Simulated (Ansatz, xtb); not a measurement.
Relative energy of two structures of CaFH3Si

We compare I, a singlet given by its coordinates, with II, a singlet given by its coordinates. Both are isolated molecules in the gas phase, relaxed with B3LYP-D3(BJ)/6-311G**.

I (Å):

```xyz
6

Ca    0.0672    2.5282   -1.3378
F    -0.6357    2.9618   -3.1199
Si    0.0909    0.3524    0.6594
H     0.8545    0.6304    1.9237
H     0.6883   -0.9357    0.1707
H    -1.2670   -0.0515    1.1572
```

Close contacts (Å): Ca1–F2 1.96, Ca1–Si3 2.95, Si3–H4 1.50, Si3–H5 1.50, Si3–H6 1.50.

II (Å):

```xyz
6

Ca   -1.7659    3.6812   -0.2408
F    -0.5581    1.7073   -0.1541
Si    0.3388    0.2989   -0.0740
H    -0.4660   -0.7479   -0.7299
H     1.6006    0.5627   -0.7895
H     0.5571    0.0202    1.3572
```

Close contacts (Å): Ca1–F2 2.32, F2–Si3 1.67, Si3–H4 1.47, Si3–H5 1.47, Si3–H6 1.47.

Q: Which of the two would you expect CCSD(T)/def2-TZVPP electronic energies to favour?

A: Structure I; the calculation gives E(II) − E(I) = +14.5 kcal/mol.

How the difference moves with the method:

```
                level               geometry  E(II) − E(I) (kcal/mol)  departure from the last row (kcal/mol)  job, with rough time for the two
B3LYP-D3(BJ)/6-311G**  B3LYP-D3(BJ)/6-311G**                     +20.9                                    +6.4                optimisation, 51 s
        HF/def2-TZVPP  B3LYP-D3(BJ)/6-311G**                      +8.3                                    −6.2           part of the CCSD(T) run
       MP2/def2-TZVPP  B3LYP-D3(BJ)/6-311G**                     +14.8                                    +0.4           part of the CCSD(T) run
   CCSD(T)/def2-TZVPP  B3LYP-D3(BJ)/6-311G**                     +14.5                                                        single point, 49 s
```

The levels shown agree on the order. The largest departure from CCSD(T)/def2-TZVPP is that of B3LYP-D3(BJ)/6-311G**, 6.4 kcal/mol. Levels run at GFN2-xTB geometries aren't shown.

With harmonic frequencies from B3LYP-D3(BJ)/6-311G** (ideal gas, rigid rotor, one conformer each, 400 K, 1 atm): on the last row, ΔE + ΔZPE = +16.4 kcal/mol. A mode under 50 cm⁻¹ makes harmonic enthalpies and free energies unreliable, so none is given.

The correlated steps freeze 11 core orbitals; the last core shell of Ca is correlated, in a basis made for valence electrons. Run with Ansatz 0.2.0; the last row on 2 threads of Arm Neoverse V1 on a shared host.
